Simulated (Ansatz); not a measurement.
Calculated with Ansatz (gas phase, PBE0-D4/def2-TZVP geometries, no zero-point term in ΔE). CCSD(T)/CBS is the MP2 limit (def2-TZVPP, def2-QZVPP) plus CCSD(T) − MP2 in def2-TZVPP, frozen cores. DFT in def2-TZVPP. B3LYP here is the variant with VWN-RPA as its local correlation; programs differ in this. HSE06 is defined as in plane-wave codes. For Ga, Ge outer-core shells are correlated without core-valence functions, which leaves a few kJ/mol of doubt a bond. Scalar relativity is left out up to krypton. Each species was taken in one conformer, which may not be the lowest.

`C[N](C)[GeH3]` + `[SH][Ga]([Cl])[Cl]` → `C[S][Ga]([Cl])[Cl]` + `C[NH][GeH3]`  (substitution at a C–N bond)

```
           level  ΔE (kJ/mol)
     LDA (SPW92)         -5.5
            PBE0        -14.1
           B3LYP        -14.5
           HSE06        -14.1
           BHLYP        -12.3
     HF/def2-SVP          1.2
CCSD(T)/def2-SVP          6.7
   HF/def2-QZVPP        -12.1
```

(1) What does CCSD(T)/CBS give? (Estimate.)

Largest T1 diagnostic among the species: 0.011.

Results:

(1) Ansatz gave: -13.6 kJ/mol. The listed levels differ from it by 8.1, -0.5, -0.9, -0.5, 1.3, 14.8, 20.3, 1.5 kJ/mol.

At CCSD(T), def2-SVP lies +20.3 kJ/mol from the extrapolated value and def2-TZVPP +4.6 kJ/mol. Leaving LDA and LC-ωPBE aside and taking each functional with its dispersion term where it has one, the values, not all of them listed here, spread over 4.4 kJ/mol, from PBE-D4 to CAM-B3LYP-D4. LDA lies +9.9 kJ/mol from PBE without D4. From BLYP to BHLYP (50 % exact exchange), in def2-TZVPP and without D4, ΔE moves by +4.0 kJ/mol.
